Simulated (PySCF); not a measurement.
# Calculated NMR data

Computational details: GFN2-xTB geometry, GIAO PBE0/pcSseg-1 shieldings, in PySCF 2.14.0 with density-fitted response routines (no solvent, non-relativistic Hamiltonian, fast rotation and ring inversion assumed for equivalent nuclei, one conformer).

δ = σ(ref) − σ, references computed at the same level: 1H (σ = 31.72 ppm), 13C (σ = 186.93 ppm) against TMS. Splittings of carbon signals by F and P are missing where no couplings were computed. Where no couplings were computed, multiplicities follow the n + 1 count of equivalent neighbours, and m marks all less simple cases (inequivalent or close neighbours, rings, F or P nearby). Shifts are as computed. Against solution values, carbons near 30 ppm lie about +3 ppm off and those near 130 ppm about +5 ppm. Of 1309 compounds with measured shifts, 239 miss one by over three times the rms of a fit or turn the order of signals round; such compounds aren't used in these exercises.

Compound 1 (C5H4F4O2). 1H NMR (600 MHz, computed): δ 7.87 (s, 2H), 6.94 (m, 2H). 13C{1H} NMR (computed): δ 132.1, 123.6, 79.9. Structure: `C1=CC1(OC(F)F)OC(F)F`.

Compound 2 (C5H4F4O2). 1H NMR (600 MHz, computed): δ 6.64 (m, 1H), 6.63 (m, 1H), 6.28 (br s, 1H), 5.36 (br s, 1H). 13C{1H} NMR (computed): δ 189.4 (C), 158.7 (C), 122.3 (CH), 117.1 (CH), 111.0 (CH2). Structure: `InChI=1S/C5H4F4O2/c1-2(11-5(8)9)3(10)4(6)7/h4-5H,1H2`.
